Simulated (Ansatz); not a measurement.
`C[S][InH2]` + `O[SiH3]` → `[SiH3][O][InH2]` + CH₃SH  (ligand exchange at the In–S bond)

Isolated molecules relaxed with PBE0-D4/def2-TZVP in Ansatz; ΔE leaves out vibrations. CCSD(T)/CBS adds triple-zeta CCSD(T) − MP2 to the extrapolated MP2 energy (def2 sets, frozen cores). This one scheme is used for every species. Functionals use def2-TZVPP. HSE06 is defined as in plane-wave codes. def2 core potentials past Kr. For In outer-core shells are correlated without core-valence functions, which leaves a few kJ/mol of doubt a bond.

CCSD(T)/CBS gives +0.31 eV.

Q: Another level gave +0.33 eV. Which?
A. LDA (SPW92)/def2-TZVPP
B. SCS-MP2/def2-TZVPP
C. MP2/def2-TZVPP
D. HSE06/def2-TZVPP

A: C. MP2/def2-TZVPP 0.33, HSE06 0.41, SCS-MP2/def2-TZVPP 0.27, LDA (SPW92) 0.46 eV.

Largest T1 diagnostic among the species: 0.015.

Leaving LDA and LC-ωPBE aside and taking each functional with its dispersion term where it has one, the values, not all of them listed here, spread over 0.15 eV, from CAM-B3LYP-D4 to HSE06-D4. LDA lies +0.06 eV from PBE without D4. In def2-TZVPP, CCSD(T) changes the Hartree–Fock value by +0.04 eV (the triples alone add +0.01 eV) and MP2 by +0.08 eV.
